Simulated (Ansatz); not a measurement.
Molecule: sum formula H6Si2O (charge 0, singlet). 
Coordinates optimised at B3LYP-D3(BJ)/def2-TZVP (Ansatz, an electronic-structure program):
```xyz
9

Si     1.5118     0.1910     0.4197
O      0.0885    -0.0525    -0.3506
Si    -1.5428    -0.1727    -0.2969
H      1.5185     1.5233     1.0684
H      1.7159    -0.8506     1.4536
H      2.5993     0.1196    -0.5787
H     -2.0337    -0.4553    -1.6621
H     -2.1310     1.0969     0.1908
H     -1.9430    -1.2713     0.6133
```
Charge 0, spin multiplicity 1.

Total electronic energies in hartree. Valence correlation only, unless marked. No spin-orbit coupling. Non-relativistic. CBS marks a two-point X^-3 extrapolation of the correlation energy; Hartree-Fock from the larger set. The bracket is a focal-point correction in the basis named.

```
level                                                                             program  energy (Eh)
-------------------------------------------------------------------------  --------------  -----------
HF/STO-3G                                                                          Ansatz   -648.56381
revPBE-D4/def2-TZVPD                                                       Ansatz + dftd4   -657.79898
r2SCAN-D3(BJ)/def2-TZVPD                                                   Ansatz + dftd3   -657.84550
B3LYP-D4/def2-TZVPD                                                        Ansatz + dftd4   -658.00154
PBE0-D4/def2-TZVPD                                                         Ansatz + dftd4   -657.60854
BHLYP-D3(BJ)/def2-TZVPD                                                    Ansatz + dftd3   -657.91871
r2SCANh-D4/def2-TZVPD                                                      Ansatz + dftd4   -657.83876
HSE06/def2-TZVPD                                                                   Ansatz   -657.58621
LC-wPBE-D4/def2-TZVPD                                                      Ansatz + dftd4   -657.72293
RPA@PBE/cc-pV(Q+d)Z                                                                Ansatz   -657.29670
MP2/aug-cc-pV(T+d)Z                                                                Ansatz   -656.87726
MP2/cc-pVTZ                                                                        Ansatz   -656.85485
RI-MP2/aug-cc-pV(Q+d)Z                                                             Ansatz   -656.92267
RI-MP2/CBS(cc-pV(T+d)Z,cc-pV(Q+d)Z)                                                Ansatz    -656.9448
SCS-MP2/cc-pwCVTZ                                                                  Ansatz   -656.89047
CCSD/STO-3G                                                                        Ansatz   -648.71754
CCSD/6-31G                                                                         Ansatz   -656.37315
CCSD/aug-cc-pV(D+d)Z                                                               Ansatz   -656.77934
CCSD/cc-pV(D+d)Z                                                                   Ansatz   -656.74516
CCSD/CBS(aug-cc-pV(T+d)Z,aug-cc-pV(Q+d)Z)                                          Ansatz    -656.9792
CCSD(T)/cc-pV(T+d)Z                                                                Ansatz   -656.92374
RI-MP2/CBS(aug-cc-pV(T+d)Z,aug-cc-pV(Q+d)Z)+[CCSD(T)-MP2]/aug-cc-pV(Q+d)Z          Ansatz    -657.0020
CCSD(T)/CBS(aug-cc-pV(T+d)Z,aug-cc-pV(Q+d)Z)                                       Ansatz    -656.9993
```

Totals of different functionals don't rank their quality; only differences between species are comparable.
